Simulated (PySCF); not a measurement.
Chromium: a sound run and one with changed settings

Sound run: Cr²⁺ [Ar] 3d4, Cr³⁺ [Ar] 3d3. Calculation: PySCF 2.14, in jorge-DZP-DKH (8s6p2d1f, 43 functions); the spin-free X2C one-electron Hamiltonian (Gaussian nucleus). In the sound run the correlated levels freeze [Ar]. The sound run starts from symmetry-adapted Hartree-Fock orbitals and uses a fine grid where one is needed.

Changed run: initial guess sap, at most 50 SCF cycles.

| species | method | sound run (hartree) | changed run (hartree) | converged |
| --- | --- | --- | --- | --- |
| Cr²⁺ | UHF | -1048.83855 | -1048.83858 | yes |
| Cr²⁺ | MN15 | -1050.50311 | -1050.50453 | yes |
| Cr²⁺ | M06-2X | -1049.86480 | -1049.86467 | yes |
| Cr²⁺ | MP2 | -1048.85933 | -1048.85936 | yes |
| Cr³⁺ | UHF | -1047.73833 | -1047.73833 | yes |
| Cr³⁺ | MN15 | -1049.33450 | -1049.33450 | yes |
| Cr³⁺ | M06-2X | -1048.71527 | -1048.71527 | yes |
| Cr³⁺ | MP2 | -1047.74547 | -1047.74547 | yes |

Ionisation energy of Cr²⁺:

```
 method  sound run (eV)  changed run (eV)
    UHF          29.938            29.939
   MN15          31.800            31.838
 M06-2X          31.281            31.277
    MP2          30.310            30.310
SCS-MP2          30.062            30.063
```

Where the changed run lies lower, it found another determinant of the same configuration, with other orbitals of the open shell filled.

For comparison, NIST gives 30.959 ± 0.025 eV between the lowest levels.
